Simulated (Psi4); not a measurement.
C3H7O, doublet, at a GFN2-xTB geometry. Base run: M06-2X/3-21G (Psi4).

Here is a job for Psi4.
```
memory 2 GB

molecule mol {
0 2
C     1.268255   -0.686968    0.054276
C     0.070854    0.067688   -0.355768
C    -1.220381   -0.705141    0.015714
O     0.035776    1.377536    0.162533
H     1.923796   -0.307139    0.812966
H     1.476189   -1.640382   -0.387285
H     0.061400    0.203094   -1.449141
H    -2.088076   -0.127157   -0.291308
H    -1.262361   -0.863778    1.091595
H    -1.234941   -1.668954   -0.483606
H     0.125418    1.330557    1.121190
}

set {
  basis 3-21g
  reference uks
}

energy('m06-2x')
print_variables()
```

Each row names what was changed in the base input (with any setting that the change needs).

```json
[
 {"change": "base", "ΔE vs base (mEh)": "0.000", "point group used": "c1", "SCF cycles": "9"},
 {"change": "jitter_ang = 0.002", "ΔE vs base (mEh)": "-0.059", "point group used": "c1", "SCF cycles": "9"},
 {"change": "molecule keys = no_reorient", "ΔE vs base (mEh)": "0.000", "point group used": "c1", "SCF cycles": "9"},
 {"change": "molecule keys = symmetry c1, no_reorient, no_com", "ΔE vs base (mEh)": "0.000", "point group used": "c1", "SCF cycles": "9"},
 {"change": "molecule keys = symmetry c1", "ΔE vs base (mEh)": "0.000", "point group used": "c1", "SCF cycles": "9"}
]
```

Open shells are given as the SCF converged; they aren't shown to be the lowest states, and a large step between rows can be another state.
